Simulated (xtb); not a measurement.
Cl₃In, charge +1, doublet, from a rough starting geometry (GFN-xTB shapes and energies of metal compounds can be far from the true ones) (a state made from the parent by changing its charge; the spin is typed, not shown lowest); GFN2-xTB (xtb).

Here is a job for xtb.
```
$ xtb mol.xyz --gfn 2 --chrg 1 --uhf 1 --opt vtight --json

# file mol.xyz
4

In     0.00827036     0.01113828     0.03286983
Cl     2.27811578    -0.15974081    -0.41612838
Cl    -0.91936798    -0.96173299     1.88337501
Cl    -1.36181593     1.26667696    -1.38093883
```

What the program printed (banner, timings and long lists left out):

```
   ID    Z sym.   atoms
    1   49 In     1
    2   17 Cl     2-4

           -------------------------------------------------
          |                Calculation Setup                |
           -------------------------------------------------

           -------------------------------------------------
          |                 G F N 2 - x T B                 |
           -------------------------------------------------

          ...................................................
          :                      SETUP                      :
          :.................................................:
          :  # basis functions                  40          :
          :  # atomic orbitals                  36          :
          :  # shells                           12          :
          :  # electrons                        23          :
          :  max. iterations                   250          :
          :  Hamiltonian                  GFN2-xTB          :
          :  restarted?                      false          :
          :  GBSA solvation                  false          :
          :  PC potential                    false          :
          :  electronic temp.          300.0000000     K    :
          :  accuracy                    1.0000000          :
          :  -> integral cutoff          0.2500000E+02      :
          :  -> integral neglect         0.1000000E-07      :
          :  -> SCF convergence          0.1000000E-05 Eh   :
          :  -> wf. convergence          0.1000000E-03 e    :
          :  Broyden damping             0.4000000          :
          :  net charge                          1          :
          :  unpaired electrons                  1          :
          ...................................................

 iter      E             dE          RMSdq      gap      omega  full diag
   1    -14.3993910 -0.143994E+02  0.267E+01    2.45       0.0  T
   2    -14.4606510 -0.612600E-01  0.129E+01    3.24       1.0  T
   3    -14.2318164  0.228835E+00  0.882E+00    2.18       1.0  T
   4    -14.3702793 -0.138463E+00  0.621E+00    2.85       1.0  T
   5    -14.3826909 -0.124116E-01  0.545E+00    2.92       1.0  T
   6    -14.4264474 -0.437565E-01  0.511E+00    3.06       1.0  T
   7    -14.4500193 -0.235719E-01  0.421E+00    3.10       1.0  T
   8    -14.4399498  0.100695E-01  0.423E+00    3.10       1.0  T
   9    -14.4585754 -0.186256E-01  0.336E+00    3.16       1.0  T
[...]
         :: total energy             -14.471296750179 Eh    ::
 * total energy  :   -14.4712968 Eh     change       -0.2286704E-10 Eh
 * total energy  :   -14.4718239 Eh     change       -0.5271624E-03 Eh
 * total energy  :   -14.4718788 Eh     change       -0.5489393E-04 Eh
 * total energy  :   -14.4718794 Eh     change       -0.5478569E-06 Eh
 * total energy  :   -14.4718826 Eh     change       -0.3256646E-05 Eh
 * total energy  :   -14.4718828 Eh     change       -0.1896377E-06 Eh
 * total energy  :   -14.4718829 Eh     change       -0.8088166E-07 Eh
   *** GEOMETRY OPTIMIZATION CONVERGED AFTER 7 ITERATIONS ***
         :: total energy             -14.471882881841 Eh    ::
[...]
       ...                                ...                  ...
        36                          0.6285663              17.1042
      -------------------------------------------------------------
                  HL-Gap            0.1100734 Eh            2.9952 eV
             Fermi-level           -0.6228038 Eh          -16.9474 eV

     #   Z          covCN         q      C6AA      α(0)
     1  49 In       2.355     0.299   289.100    33.606
     2  17 Cl       0.785     0.234    92.334    14.699
     3  17 Cl       0.785     0.234    92.336    14.699
     4  17 Cl       0.785     0.233    92.337    14.699

 Mol. C6AA /au·bohr⁶  :       2078.989418
 Mol. C8AA /au·bohr⁸  :     152741.808900
 Mol. α(0) /au        :         77.704039

Wiberg/Mayer (AO) data.
largest (>0.10) Wiberg bond orders for each atom

 ---------------------------------------------------------------------------
     #   Z sym  total        # sym  WBO       # sym  WBO       # sym  WBO
 ---------------------------------------------------------------------------
     1  49 In   3.064 --     2 Cl   1.022     3 Cl   1.021     4 Cl   1.021
     2  17 Cl   1.636 --     1 In   1.022     4 Cl   0.307     3 Cl   0.307
     3  17 Cl   1.635 --     1 In   1.021     4 Cl   0.307     2 Cl   0.307
     4  17 Cl   1.635 --     1 In   1.021     3 Cl   0.307     2 Cl   0.307
 ---------------------------------------------------------------------------

Topologies differ in total number of bonds
Writing topology from bond orders to xtbtopo.mol

molecular dipole:
                 x           y           z       tot (Debye)
 q only:        0.003       0.074       0.056
   full:        0.003       0.074       0.056       0.236
molecular quadrupole (traceless):
                xx          xy          yy          xz          yz          zz
 q only:        3.105      -1.529      -3.560      -1.004      -4.557       0.455
  q+dip:        4.749      -2.338      -5.445      -1.534      -6.970       0.696
   full:        3.125      -1.540      -3.584      -1.010      -4.590       0.459

optimized geometry written to: xtbopt.xyz

           -------------------------------------------------
          | TOTAL ENERGY              -14.471882881841 Eh   |
          | GRADIENT NORM               0.000019367231 Eh/α |
          | HOMO-LUMO GAP               2.995249426788 eV   |
           -------------------------------------------------

normal termination of xtb
```
